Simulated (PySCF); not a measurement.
## Os (osmium, neutral) across methods

[Xe] 4f14 5d6 6s2, high-spin 5D determinant. Computed with PySCF 2.14 in aug-cc-pVQZ-PP with ECP60MDF (7s7p6d4f3g2h, 135 functions), with a scalar-relativistic core potential.

```tsv
method	E (hartree)	mean ε 6s α (eV)	mean ε 5d β (eV)	mean ε 6s β (eV)	Σ⟨r²⟩ (bohr²)	⟨S²⟩
BHandHLYP	-90.6668	-7.808	-7.562	-6.575	56.76	6.011
M06-L	-90.8423	-6.359	-5.024	-4.810	55.60	6.018
PBE0	-90.7770	-7.293	-6.365	-5.878	56.54	6.012
MN15	-90.6548	-8.205	-7.263	-6.821	56.55	6.009
UHF	-90.07150	-8.872	-9.332	-6.749	58.15	6.033
PBE	-90.8187	-6.575	-5.067	-5.247	56.53	6.010
r2SCAN	-90.8291	-6.544	-4.991	-5.183	55.99	6.021
LDA	-90.6193	-6.802	-5.064	-5.610	56.49	6.009
```

Energies and moments cover only the electrons outside the core potential. Spin-orbit coupling, absent here, splits the open shell strongly.
